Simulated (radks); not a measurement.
Problem. The promethium ion Pm29+, configuration [Ar] 3d10 4s2 4p2. All-electron calculation, non-relativistic Kohn-Sham, PBE, spin-polarised, spherical densities, point nucleus; open shells are filled with parallel spins first (spin-orbit coupling, left out, can overturn this in heavy ions); relativity is left out, which matters for an element this heavy. Program: a radial shooting solver on a logarithmic mesh with Libxc functionals. Some entries of the table are withheld. Estimate them.

| orbital | occ. | eigenvalue (Ry) | <r> (bohr) |
|---|---|---|---|
| 1s up | 1 | -3204.868 | 0.02488 |
| 1s down | 1 | -3204.773 | 0.02488 |
| 2s up | 1 | -567.0526 | 0.1060 |
| 2s down | 1 | -567.0012 | 0.1060 |
| 2p up | 3 | -542.1556 | 0.09001 |
| 2p down | 3 | -542.0697 | 0.09001 |
| 3s up | 1 | -177.7991 | 0.2720 |
| 3s down | 1 | -177.6957 | 0.2718 |
| 3p up | 3 | -166.9614 | 0.2613 |
| 3p down | 3 | -166.8459 | 0.2611 |
| 3d up | 5 | (1) | (2) |
| 3d down | 5 | (3) | (4) |
| 4s up | 1 | (5) | 0.5516 |
| 4s down | 1 | (6) | 0.5519 |
| 4p up | 2 | -77.84776 | 0.5522 |
| 4p down | 0 | -77.25484 | 0.5524 |

Solution. 
(1) 3d up eigenvalue (Ry): -147.0316
(2) 3d up <r> (bohr): 0.2318
(3) 3d down eigenvalue (Ry): -146.9259
(4) 3d down <r> (bohr): 0.2316
(5) 4s up eigenvalue (Ry): -82.32039
(6) 4s down eigenvalue (Ry): -81.71977
